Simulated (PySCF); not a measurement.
SMILES [SiH3][O] (H3OSi), doublet (B3LYP/def2-SVP optimised geometry):

```
5

O     -1.072     1.196     0.000
Si    -0.419    -0.352     0.000
H      1.072    -0.352     0.000
H     -0.928    -0.878    -1.309
H     -0.931    -1.196     1.117
```

Level of theory: unrestricted B3LYP/def2-TZVP (PySCF).

**Question.** What are the frontier orbital energies (α orbitals alone; a β orbital can be the lowest empty one) and the dipole moment?

**Answer.** HOMO-2 -10.80 eV, HOMO-1 -9.70 eV, HOMO -8.98 eV, LUMO -0.34 eV, LUMO+1 1.08 eV; dipole moment 1.75 D.

On the same geometry unrestricted PBE/def2-TZVP run with PySCF gives HOMO-2 -9.36 eV, HOMO-1 -8.41 eV, HOMO -7.45 eV, LUMO -0.99 eV, LUMO+1 0.45 eV; dipole moment 1.91 D.

Meta-Löwdin charges at B3LYP/def2-TZVP: O1 -0.47, Si2 0.75, H3 -0.11, H4 -0.07, H5 -0.11.
